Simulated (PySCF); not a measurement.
Mapped SMILES: `[CH2:1]=[CH:2][C@@H:3]([CH3:4])[C:5]1=[CH:6][SiH2:7][SiH2:8]1`. Each H is labelled by its parent atom. Ha(C1) is cis to C3; Ha(Si7), Ha(Si8) are pro-R; Hb(Si7), Hb(Si8) are pro-S; Hb(C1) is trans to C3.

- σ from GIAO-PBE0/pcSseg-1
- coordinates at the GFN2-xTB level
- program: PySCF 2.14
- one averaged value for each set of equivalent atoms, gas phase, relativity neglected, single conformer

Chemical shifts δ = σref − σ; 13C, 1H, 29Si vs TMS, all at this level.

```json
{"atoms": "Ha(C1)", "nucleus": "1H", "count": "1", "δ (ppm)": "?"}
{"atoms": "C5", "nucleus": "13C", "count": "1", "δ (ppm)": "187.2"}
{"atoms": "Ha(Si7)", "nucleus": "1H", "count": "1", "δ (ppm)": "?"}
{"atoms": "Ha(Si8)", "nucleus": "1H", "count": "1", "δ (ppm)": "4.82"}
{"atoms": "H(C6)", "nucleus": "1H", "count": "1", "δ (ppm)": "7.07"}
{"atoms": "C1", "nucleus": "13C", "count": "1", "δ (ppm)": "123.1"}
{"atoms": "H(C2)", "nucleus": "1H", "count": "1", "δ (ppm)": "?"}
{"atoms": "Hb(Si7)", "nucleus": "1H", "count": "1", "δ (ppm)": "4.62"}
{"atoms": "H(C4)", "nucleus": "1H", "count": "3", "δ (ppm)": "1.23"}
{"atoms": "Hb(C1)", "nucleus": "1H", "count": "1", "δ (ppm)": "5.48"}
{"atoms": "C3", "nucleus": "13C", "count": "1", "δ (ppm)": "52.1"}
{"atoms": "C2", "nucleus": "13C", "count": "1", "δ (ppm)": "150.2"}
{"atoms": "C6", "nucleus": "13C", "count": "1", "δ (ppm)": "?"}
{"atoms": "Si8", "nucleus": "29Si", "count": "1", "δ (ppm)": "?"}
{"atoms": "Si7", "nucleus": "29Si", "count": "1", "δ (ppm)": "-73.0"}
{"atoms": "Hb(Si8)", "nucleus": "1H", "count": "1", "δ (ppm)": "?"}
{"atoms": "C4", "nucleus": "13C", "count": "1", "δ (ppm)": "24.0"}
{"atoms": "H(C3)", "nucleus": "1H", "count": "1", "δ (ppm)": "2.88"}
```

Problem. Fill in the missing shifts.

Solution. 
- C6: 157.4 ppm, alkene CH; the olefinic region
- H(C2): 5.77 ppm, hydrogen on an alkene CH; attached to an sp2 carbon and in the plane of the double bond
- Ha(C1): 5.37 ppm, hydrogen on a terminal =CH2 carbon; attached to an sp2 carbon and in the plane of the double bond
- Hb(Si8): 4.78 ppm, hydrogen on a silicon bonded to C, Si, in a 4-membered ring
- Ha(Si7): 4.63 ppm, hydrogen on a silicon bonded to C, Si, in a 4-membered ring
- Si8: -63.4 ppm, silicon bonded to C, Si, 2 H, in a 4-membered ring

Shifts are as computed. Against solution values, carbons near 30 ppm lie about +3 ppm off and those near 130 ppm about +5 ppm. Of 1211 compounds with measured shifts, 218 miss one by over three times the rms of a fit or turn the order of signals round; such compounds aren't used in these exercises.
